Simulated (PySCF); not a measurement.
Vertical excitations of a molecule C3H7NSi from PySCF 2.14.0 with TDA-PBE/def2-SVPD, as energy in eV (oscillator strength): 3.64 (0.000), 4.83 (0.002), 5.39 (0.115), 5.40 (0.032), 5.59 (0.001), 5.81 (0.006), 6.02 (0.008), 6.13 (0.020), 6.38 (0.168), 6.40 (0.177). Lowest triplet (TDA): 3.27 eV. Geometry optimised at r2SCAN-D4/def2-SVP. The values are those of a single conformer.

**Question.** Identify the compound among the candidates.
(A) C#CCN[SiH3]
(B) C#C[Si@@H](C)N
(C) NC=C=C[SiH3]
(D) C1=NCC[SiH2]1

**Answer.** C, NC=C=C[SiH3]
